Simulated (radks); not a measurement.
Q: All-electron atom: Re LIV in [Ar] 3d4. Method: Dirac Kohn-Sham, LB94 model potential, spin-unpolarised, spherical densities, finite nucleus; open shells fill j = l - 1/2 first; Fermi nuclear charge, rms radius 5.3698 fm; computed with a radial shooting solver on a logarithmic mesh with Libxc functionals. Some entries of the table are withheld. Estimate them.

| orbital | occ. | eigenvalue (eV) | <r^2> (bohr^2) | <r> (bohr) |
|---|---|---|---|---|
| 1s1/2 | 2 | -75274.61 | 0.0004468 | 0.01802 |
| 2s1/2 | 2 | -15881.25 | 0.006712 | 0.07504 |
| 2p1/2 | 2 | -15380.58 | 0.004775 | 0.06197 |
| 2p3/2 | 4 | -13914.83 | 0.005934 | 0.06989 |
| 3s1/2 | 2 | (1) | 0.04036 | 0.1878 |
| 3p1/2 | 2 | -5746.808 | 0.03642 | 0.1770 |
| 3p3/2 | 4 | -5389.521 | 0.04167 | 0.1898 |
| 3d3/2 | 4 | (2) | 0.03101 | 0.1634 |
| 3d5/2 | 0 | (3) | 0.03240 | 0.1674 |
| 4s1/2 | 0 | -3084.823 | 0.1452 | (4) |
| 4p1/2 | 0 | -2997.798 | 0.1404 | (5) |
| 4p3/2 | 0 | -2863.328 | 0.1543 | (6) |

A: 
(1) 3s1/2 eigenvalue (eV): -5951.489
(2) 3d3/2 eigenvalue (eV): -5079.115
(3) 3d5/2 eigenvalue (eV): -4997.160
(4) 4s1/2 <r> (bohr): 0.3588
(5) 4p1/2 <r> (bohr): 0.3514
(6) 4p3/2 <r> (bohr): 0.3687
